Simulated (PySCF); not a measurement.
# Working out the excitation energy of Kr⁺

Kr⁺ [Ar] 3d10 4s2 4p5 (2P) → Kr⁺ [Ar] 3d10 4s2 4p4 4d1 (high-spin determinant). Calculation: PySCF 2.14, in aug-cc-pVDZ-DK (6s5p3d, 36 functions); scalar relativity by spin-free X2C-1e. Frozen: [Ar] 3d10. Energies in hartree (1 hartree = 27.21139 eV):

```csv
part,Kr⁺ (lower),Kr⁺ (upper)
UHF,-2787.570266,-2786.990055
MP2 opposite-spin,-0.073034,-0.052846
MP2 same-spin,-0.024701,-0.017136
```

**Question.** What does Hartree-Fock give?

**Answer.** (-2786.990055) − (-2787.570266) = 0.580211 hartree = 15.788 eV.

**Question.** What do MP2 and SCS-MP2 (6/5 opposite-spin, 1/3 same-spin) give?

**Answer.** The opposite-spin parts differ by 0.549 eV and the same-spin parts by 0.206 eV. MP2: 15.788 + (0.549) + (0.206) = 16.543 eV. SCS-MP2: 15.788 + 1.2 × (0.549) + (0.206)/3 = 16.515 eV.

One determinant mixes LS terms, so it does not stand for a single term.

A double-zeta basis recovers only part of the correlation energy.
